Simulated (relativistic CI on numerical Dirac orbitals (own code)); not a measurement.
## Ni21+: q coefficients and field-shift factors

Calculated at this level of theory: Dirac-Coulomb-Breit CI, separate exchange-only KLI orbitals for each configuration, derivatives by finite differences, unscaled Slater integrals, QED left out (own radial code, finite nucleus).

Configurations in the expansion (outside the closed core 1s2): 2s²2p³, 2s2p⁴, 2p⁵, 2p⁴3s, 2p⁴3p, 2p⁴3d, 2s²2p²3s, 2s²2p²3p. Levels of other configurations are missing.

With x = (α/α₀)² − 1 an excitation energy changes as ω = ω₀ + qx; K = 2q/ω₀ is the relative enhancement. Terms are leading LS components, so labels can repeat. The field-shift factor is F = δν/δ⟨r²⟩ for the transition from the lowest level.

Lowest level 2s²2p³ ⁴S°3/2.

| Level | ω₀ (cm⁻¹) | q (cm⁻¹) | K | F (GHz/fm²) |
| --- | --- | --- | --- | --- |
| 2s²2p³ ²D°3/2 | 160002 | 44900 | 0.561 | -0.173 |
| 2s²2p³ ²D°5/2 | 212951 | 89070 | 0.837 | 0.219 |
| 2s²2p³ ²P°1/2 | 302076 | 98150 | 0.65 | -2.78 |
| 2s²2p³ ²P°3/2 | 400150 | 235200 | 1.18 | -2.84 |
| 2s2p⁴ ⁴P5/2 | 851085 | 146100 | 0.343 | -128 |
| 2s2p⁴ ⁴P3/2 | 945619 | 242900 | 0.514 | -129 |
| 2s2p⁴ ⁴P1/2 | 971085 | 244400 | 0.503 | -129 |
| 2s2p⁴ ²D3/2 | 1188891 | 206300 | 0.347 | -131 |
| 2s2p⁴ ²D5/2 | 1215346 | 253900 | 0.418 | -131 |
| 2s2p⁴ ²S1/2 | 1358024 | 224100 | 0.33 | -131 |
| 2s2p⁴ ²P3/2 | 1415616 | 240600 | 0.34 | -134 |
| 2s2p⁴ ²P1/2 | 1551529 | 383500 | 0.494 | -134 |
| 2p⁵ ²P°3/2 | 2225355 | 312800 | 0.281 | -258 |

At this charge energies of transitions that change n are usually good to better than 1 %, and those within a shell (Δn = 0) to a few per cent.
